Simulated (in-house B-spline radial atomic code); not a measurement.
How numerical settings move a run on Gd⁺, [Xe] 4f7 5d1 6s1. Computed with a B-spline radial code for spherical atoms: Dirac-Kohn-Sham PBE, spherical fractional occupations, Fermi nucleus of rms radius 5.1569 fm.

Command:
```bash
python run_scf.py task.json out
```
Settings of the sound reference run:
```
Z                64
electrons        63
configuration    [Xe] 4f7 5d1 6s1
hamiltonian      dirac
method           pbe,pbe
spin_polarised   False
nucleus          fermi
rms_radius       5.1569
mass_number      158
atomic_mass      157.9241
speed_of_light   137.036
knot_spacing     0.22
spline_order     8
gauss_points     12
box_radius       35.29
max_iterations   70
damping          0.5
damped_steps     3
diis_vectors     10
tolerance        1e-08
start            Thomas-Fermi
```

Run time, properties included: 2.6 s on 1 thread of Arm Neoverse N1, with other jobs on the host.

It converges in 11 iterations to -11278.983701 hartree, with 5d5/2 at -8.27633 eV. The other runs change the listed settings, some to values that make no sense; their results aren't properties of the atom or ion. Radii are in bohr (the nuclear one in fm), a minus after a letter asks for a j subshell, and «unchanged» means within 1e-8 hartree. The run stops when the residual is below 10 × tolerance × max(1, Z/10), or a noise floor if that is larger, and the energy moves by less than 1e-8 × √|E| hartree; so very loose and very tight tolerances often act alike.

| changed settings | outcome |
| --- | --- |
| diis_vectors = 0 | converged in 20 iterations, energy unchanged, 5d5/2 level +3.5e-06 eV |
| gauss_points = 5, first_knot = 0.00469, max_iterations = 60 | converged in 11 iterations, energy +7.40e+00 hartree from the reference, 5d5/2 level -4.8e-03 eV |
| diis_vectors = 2 | converged in 17 iterations, energy unchanged, 5d5/2 level +1.6e-05 eV |
| max_iterations = 3, damping = 0, diis_vectors = 1 | not converged after 3 iterations, last residual 1.5e+00, last energy +9.37e+01 hartree from the reference |
| damped_steps = 1 | converged in 12 iterations, energy unchanged, 5d5/2 level +9.0e-06 eV |
| electrons = 64, configuration = [Xe] 4f7 5d1 6s1 7p-1, max_iterations = 75 | converged in 12 iterations to -11279.0447 hartree, a different physical problem (warning: 7p1/2 reaches the box edge) |
| gauss_points = 5 | converged in 11 iterations, energy -1.03e-07 hartree from the reference |
| knot_spacing = 0.1, spline_order = 5, gauss_points = 5, max_iterations = 60 | converged in 10 iterations, energy -9.38e-06 hartree from the reference, 5d5/2 level -1.3e-05 eV |
| gauss_points = 4 | converged in 11 iterations, energy +3.52e-06 hartree from the reference |
| spline_order = 6, box_radius = 141.16, max_iterations = 50, damping = 0.2, start = bare nucleus | converged in 12 iterations, energy +1.90e-05 hartree from the reference, 5d5/2 level +5.3e-06 eV |
| diis_vectors = 4 | converged in 11 iterations, energy unchanged, 5d5/2 level +4.4e-06 eV |
| gauss_points = 3 | converged in 10 iterations, energy +1.20e-03 hartree from the reference, 5d5/2 level -2.9e-06 eV |

Question: What happens with method = hf, speed_of_light = 48.01741?

Answer: Stopped with error: Z/c is past the critical charge.

Question: What happens with diis_vectors = 1?

Answer: Not converged after 70 iterations, last residual 2.8e+00, last energy +3.76e+02 hartree from the reference.

Question: What happens with spline_order = 10, gauss_points = 16, max_iterations = 75?

Answer: Converged in 11 iterations, energy +2.80e-06 hartree from the reference, 5d5/2 level -1.1e-06 eV.

Question: What happens with damped_steps = 8?

Answer: Converged in 15 iterations, energy unchanged, 5d5/2 level -1.7e-06 eV.
